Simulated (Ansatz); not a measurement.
Ansatz (a first-principles code) input (HF/3-21G): The .json file is the Basis Set Exchange's 3-21G.

Ansatz 0.2 input:
```yaml
crystal:
  periodic: [false, false, false]
  atoms:
    - {symbol: C, position_ang: [-1.92523484, 0.08884612, 0.34905498]}
    - {symbol: C, position_ang: [-0.74409580, 0.35995973, -0.58707151]}
    - {symbol: C, position_ang: [0.55354059, -0.08191982, 0.02463696]}
    - {symbol: O, position_ang: [0.70809021, -0.58849518, 1.10400153]}
    - {symbol: O, position_ang: [1.59363305, 0.16353512, -0.81459353]}
    - {symbol: H, position_ang: [-1.79604518, 0.61553133, 1.28549786]}
    - {symbol: H, position_ang: [-1.99856293, -0.96764223, 0.57146880]}
    - {symbol: H, position_ang: [-2.85207007, 0.41316813, -0.10716937]}
    - {symbol: H, position_ang: [-0.85587421, -0.16019932, -1.53160210]}
    - {symbol: H, position_ang: [-0.65442735, 1.41460262, -0.82134873]}
    - {symbol: H, position_ang: [2.43793396, -0.11709617, -0.43183304]}
basis:
  gaussian:
    orbitals: 3-21G.json
hamiltonian:
  xc: {name: HF}
phonons: {temperatures: {t_min: 298.15, t_max: 298.15, t_step: 100}}
```

Output:

```
Functional definition: HF
integrals: 0.01 GiB planned
729 factors; integrals over basis functions are off by at most 5.3e-4 eV
mean field: 0.13 GiB planned
mean field evaluation 1: about -7216.8723 eV, gradient 4.1e1 eV
mean field evaluation 2: about -7217.1344 eV, gradient 4.1e1 eV
mean field evaluation 4: about -7220.6654 eV, gradient 3.8e0 eV
mean field evaluation 8: about -7220.7233 eV, gradient 4.8e-1 eV
mean field -7220.72550964 eV, -265.3567680956 hartree, gradient 2.8e-5 eV, S^2 0.000000; 0 other end points of the search recorded, 0 dependent functions left out
the calculation of the forces begins
reference -7220.72550964 eV, -265.3567680956 hartree; 20, 20 occupied and 37, 37 virtual orbitals, 729 factors
these checks for a lower state are left out or cut short: stability, starts, cluster_reference, orbital_swaps, neighbouring_geometries, increment
integrals: 0.01 GiB planned
729 factors; integrals over basis functions are off by at most 5.3e-4 eV
mean field: 0.13 GiB planned
mean field evaluation 16: about -7220.3879 eV, gradient 2.0e-3 eV
mean field -7220.72532844 eV, -265.3567614369 hartree, gradient 2.9e-6 eV, S^2 0.000000; 0 other end points of the search recorded, 0 dependent functions left out
the calculation of the forces begins
reference -7220.72532844 eV, -265.3567614369 hartree; 20, 20 occupied and 37, 37 virtual orbitals, 729 factors
these checks for a lower state are left out or cut short: stability, starts, cluster_reference, orbital_swaps, neighbouring_geometries, increment
integrals: 0.01 GiB planned
729 factors; integrals over basis functions are off by at most 5.3e-4 eV
mean field: 0.13 GiB planned
mean field evaluation 32: about -7220.7253 eV, gradient 2.9e-6 eV
mean field -7220.72532872 eV, -265.3567614470 hartree, gradient 2.9e-6 eV, S^2 0.000000; 0 other end points of the search recorded, 0 dependent functions left out
the calculation of the forces begins
reference -7220.72532872 eV, -265.3567614470 hartree; 20, 20 occupied and 37, 37 virtual orbitals, 729 factors
these checks for a lower state are left out or cut short: stability, starts, cluster_reference, orbital_swaps, neighbouring_geometries, increment
integrals: 0.01 GiB planned
729 factors; integrals over basis functions are off by at most 5.3e-4 eV
mean field: 0.13 GiB planned
mean field -7220.72532389 eV, -265.3567612696 hartree, gradient 2.9e-6 eV, S^2 0.000000; 0 other end points of the search recorded, 0 dependent functions left out
the calculation of the forces begins
reference -7220.72532389 eV, -265.3567612696 hartree; 20, 20 occupied and 37, 37 virtual orbitals, 729 factors
these checks for a lower state are left out or cut short: stability, starts, cluster_reference, orbital_swaps, neighbouring_geometries, increment
integrals: 0.01 GiB planned
729 factors; integrals over basis functions are off by at most 5.3e-4 eV
mean field: 0.13 GiB planned
mean field -7220.72532339 eV, -265.3567612513 hartree, gradient 2.9e-6 eV, S^2 0.000000; 0 other end points of the search recorded, 0 dependent functions left out
the calculation of the forces begins
reference -7220.72532339 eV, -265.3567612513 hartree; 20, 20 occupied and 37, 37 virtual orbitals, 729 factors
these checks for a lower state are left out or cut short: stability, starts, cluster_reference, orbital_swaps, neighbouring_geometries, increment
integrals: 0.01 GiB planned
729 factors; integrals over basis functions are off by at most 5.3e-4 eV
mean field: 0.13 GiB planned
mean field -7220.72532639 eV, -265.3567613615 hartree, gradient 2.9e-6 eV, S^2 0.000000; 0 other end points of the search recorded, 0 dependent functions left out
the calculation of the forces begins
reference -7220.72532639 eV, -265.3567613615 hartree; 20, 20 occupied and 37, 37 virtual orbitals, 729 factors
these checks for a lower state are left out or cut short: stability, starts, cluster_reference, orbital_swaps, neighbouring_geometries, increment
integrals: 0.01 GiB planned
729 factors; integrals over basis functions are off by at most 5.3e-4 eV
mean field: 0.13 GiB planned
mean field evaluation 64: about -7220.3878 eV, gradient 2.0e-3 eV
mean field -7220.72532547 eV, -265.3567613277 hartree, gradient 2.9e-6 eV, S^2 0.000000; 0 other end points of the search recorded, 0 dependent functions left out
the calculation of the forces begins
reference -7220.72532547 eV, -265.3567613277 hartree; 20, 20 occupied and 37, 37 virtual orbitals, 729 factors
these checks for a lower state are left out or cut short: stability, starts, cluster_reference, orbital_swaps, neighbouring_geometries, increment
integrals: 0.01 GiB planned
729 factors; integrals over basis functions are off by at most 5.3e-4 eV
mean field: 0.13 GiB planned
[...]
729 factors; integrals over basis functions are off by at most 5.3e-4 eV
mean field: 0.13 GiB planned
mean field -7220.72545593 eV, -265.3567661221 hartree, gradient 2.9e-6 eV, S^2 0.000000; 0 other end points of the search recorded, 0 dependent functions left out
the calculation of the forces begins
reference -7220.72545593 eV, -265.3567661221 hartree; 20, 20 occupied and 37, 37 virtual orbitals, 729 factors
these checks for a lower state are left out or cut short: stability, starts, cluster_reference, orbital_swaps, neighbouring_geometries, increment
integrals: 0.01 GiB planned
729 factors; integrals over basis functions are off by at most 5.3e-4 eV
mean field: 0.13 GiB planned
mean field evaluation 288: about -7220.3861 eV, gradient 9.5e-1 eV
mean field -7220.72545646 eV, -265.3567661415 hartree, gradient 2.9e-6 eV, S^2 0.000000; 0 other end points of the search recorded, 0 dependent functions left out
the calculation of the forces begins
reference -7220.72545646 eV, -265.3567661415 hartree; 20, 20 occupied and 37, 37 virtual orbitals, 729 factors
these checks for a lower state are left out or cut short: stability, starts, cluster_reference, orbital_swaps, neighbouring_geometries, increment
integrals: 0.01 GiB planned
729 factors; integrals over basis functions are off by at most 5.3e-4 eV
mean field: 0.13 GiB planned
mean field -7220.72548873 eV, -265.3567673274 hartree, gradient 2.9e-6 eV, S^2 0.000000; 0 other end points of the search recorded, 0 dependent functions left out
the calculation of the forces begins
reference -7220.72548873 eV, -265.3567673274 hartree; 20, 20 occupied and 37, 37 virtual orbitals, 729 factors
these checks for a lower state are left out or cut short: stability, starts, cluster_reference, orbital_swaps, neighbouring_geometries, increment
integrals: 0.01 GiB planned
729 factors; integrals over basis functions are off by at most 5.3e-4 eV
mean field: 0.13 GiB planned
mean field -7220.72548799 eV, -265.3567673001 hartree, gradient 2.9e-6 eV, S^2 0.000000; 0 other end points of the search recorded, 0 dependent functions left out
the calculation of the forces begins
reference -7220.72548799 eV, -265.3567673001 hartree; 20, 20 occupied and 37, 37 virtual orbitals, 729 factors
these checks for a lower state are left out or cut short: stability, starts, cluster_reference, orbital_swaps, neighbouring_geometries, increment
integrals: 0.01 GiB planned
729 factors; integrals over basis functions are off by at most 5.3e-4 eV
mean field: 0.13 GiB planned
mean field evaluation 320: about -7220.7255 eV, gradient 2.3e-6 eV
mean field -7220.72546977 eV, -265.3567666304 hartree, gradient 2.9e-6 eV, S^2 0.000000; 0 other end points of the search recorded, 0 dependent functions left out
the calculation of the forces begins
reference -7220.72546977 eV, -265.3567666304 hartree; 20, 20 occupied and 37, 37 virtual orbitals, 729 factors
these checks for a lower state are left out or cut short: stability, starts, cluster_reference, orbital_swaps, neighbouring_geometries, increment
integrals: 0.01 GiB planned
729 factors; integrals over basis functions are off by at most 5.3e-4 eV
mean field: 0.13 GiB planned
mean field -7220.72547012 eV, -265.3567666434 hartree, gradient 2.9e-6 eV, S^2 0.000000; 0 other end points of the search recorded, 0 dependent functions left out
the calculation of the forces begins
reference -7220.72547012 eV, -265.3567666434 hartree; 20, 20 occupied and 37, 37 virtual orbitals, 729 factors
these checks for a lower state are left out or cut short: stability, starts, cluster_reference, orbital_swaps, neighbouring_geometries, increment
integrals: 0.01 GiB planned
729 factors; integrals over basis functions are off by at most 5.3e-4 eV
mean field: 0.13 GiB planned
mean field -7220.72541923 eV, -265.3567647732 hartree, gradient 2.9e-6 eV, S^2 0.000000; 0 other end points of the search recorded, 0 dependent functions left out
the calculation of the forces begins
reference -7220.72541923 eV, -265.3567647732 hartree; 20, 20 occupied and 37, 37 virtual orbitals, 729 factors
these checks for a lower state are left out or cut short: stability, starts, cluster_reference, orbital_swaps, neighbouring_geometries, increment
integrals: 0.01 GiB planned
729 factors; integrals over basis functions are off by at most 5.3e-4 eV
mean field: 0.13 GiB planned
mean field -7220.72541970 eV, -265.3567647906 hartree, gradient 2.9e-6 eV, S^2 0.000000; 0 other end points of the search recorded, 0 dependent functions left out
the calculation of the forces begins
reference -7220.72541970 eV, -265.3567647906 hartree; 20, 20 occupied and 37, 37 virtual orbitals, 729 factors
these checks for a lower state are left out or cut short: stability, starts, cluster_reference, orbital_swaps, neighbouring_geometries, increment
integrals: 0.01 GiB planned
729 factors; integrals over basis functions are off by at most 5.3e-4 eV
mean field: 0.13 GiB planned
mean field evaluation 352: about -7220.3882 eV, gradient 2.0e-3 eV
mean field -7220.72546276 eV, -265.3567663729 hartree, gradient 2.9e-6 eV, S^2 0.000000; 0 other end points of the search recorded, 0 dependent functions left out
the calculation of the forces begins
reference -7220.72546276 eV, -265.3567663729 hartree; 20, 20 occupied and 37, 37 virtual orbitals, 729 factors
these checks for a lower state are left out or cut short: stability, starts, cluster_reference, orbital_swaps, neighbouring_geometries, increment
integrals: 0.01 GiB planned
729 factors; integrals over basis functions are off by at most 5.3e-4 eV
mean field: 0.13 GiB planned
mean field -7220.72546264 eV, -265.3567663686 hartree, gradient 2.9e-6 eV, S^2 0.000000; 0 other end points of the search recorded, 0 dependent functions left out
the calculation of the forces begins
reference -7220.72546264 eV, -265.3567663686 hartree; 20, 20 occupied and 37, 37 virtual orbitals, 729 factors
these checks for a lower state are left out or cut short: stability, starts, cluster_reference, orbital_swaps, neighbouring_geometries, increment
integrals: 0.01 GiB planned
729 factors; integrals over basis functions are off by at most 5.3e-4 eV
mean field: 0.13 GiB planned
mean field -7220.72544035 eV, -265.3567655493 hartree, gradient 2.9e-6 eV, S^2 0.000000; 0 other end points of the search recorded, 0 dependent functions left out
the calculation of the forces begins
reference -7220.72544035 eV, -265.3567655493 hartree; 20, 20 occupied and 37, 37 virtual orbitals, 729 factors
these checks for a lower state are left out or cut short: stability, starts, cluster_reference, orbital_swaps, neighbouring_geometries, increment
integrals: 0.01 GiB planned
729 factors; integrals over basis functions are off by at most 5.3e-4 eV
mean field: 0.13 GiB planned
mean field evaluation 384: about -7220.7254 eV, gradient 6.2e-3 eV
mean field -7220.72544017 eV, -265.3567655429 hartree, gradient 2.9e-6 eV, S^2 0.000000; 0 other end points of the search recorded, 0 dependent functions left out
the calculation of the forces begins
reference -7220.72544017 eV, -265.3567655429 hartree; 20, 20 occupied and 37, 37 virtual orbitals, 729 factors
Total energy: -7220.72550964 eV, -265.3567680956 hartree
Atom 0 at    -1.925235     0.088846     0.349055 Å, force     0.000170    -0.000036     0.000032 eV/Å
Atom 1 at    -0.744096     0.359960    -0.587072 Å, force    -0.000268     0.000095    -0.000135 eV/Å
Atom 2 at     0.553541    -0.081920     0.024637 Å, force    -0.000025    -0.000083     0.000190 eV/Å
Atom 3 at     0.708090    -0.588495     1.104002 Å, force     0.000141     0.000097    -0.000254 eV/Å
Atom 4 at     1.593633     0.163535    -0.814594 Å, force    -0.000096    -0.000029     0.000091 eV/Å
Atom 5 at    -1.796045     0.615531     1.285498 Å, force    -0.000056     0.000010    -0.000024 eV/Å
Atom 6 at    -1.998563    -0.967642     0.571469 Å, force    -0.000054     0.000023    -0.000019 eV/Å
Atom 7 at    -2.852070     0.413168    -0.107169 Å, force    -0.000111     0.000002     0.000027 eV/Å
Atom 8 at    -0.855874    -0.160199    -1.531602 Å, force     0.000143    -0.000070     0.000038 eV/Å
Atom 9 at    -0.654427     1.414603    -0.821349 Å, force     0.000150    -0.000013     0.000063 eV/Å
Atom 10 at     2.437934    -0.117096    -0.431833 Å, force     0.000007     0.000003    -0.000010 eV/Å
Dipole moment:    -0.036772     0.132383    -0.283095 e Å
Vibrations: 72.10 216.15 271.15 497.05 560.04 662.00 682.63 858.89 903.87 1062.00 1180.20 1242.99 1243.54 1421.89 1441.96 1525.99 1588.60 1623.85 1668.12 1668.51 1961.95 3218.63 3229.36 3257.50 3280.30 3289.59 3870.22 cm⁻¹, zero-point energy 2.634607 eV
```

The blocks after the first are displaced geometries, from whose forces the wavenumbers follow.
